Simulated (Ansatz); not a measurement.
Ansatz results at the PBE0-D4/def2-TZVP geometry: HOMO–LUMO gap (ωB97M-V/def2-TZVPP) 8.82 eV; size of the dipole moment (ωB97M-V/def2-TZVPP) 1.40 D; size of the dipole moment (B3LYP/def2-TZVPP) 1.40 D.

Each molecule was computed in one conformer, which needn't be the lowest.

Which molecule gave them?
A. `B[Si]1([GaH2])CC1`
B. `BO[SiH2]B`
C. `CB(C=S)CCl`
D. `B/C=[CH]\[GaH][SiH3]`

D. The others give `B[Si]1([GaH2])CC1`: 8.24, 0.87, 1.12; `CB(C=S)CCl`: 8.48, 0.80, 0.80; `BO[SiH2]B`: 9.92, 1.21, 1.21.

B3LYP here is the variant with VWN-RPA as its local correlation; programs differ in this.
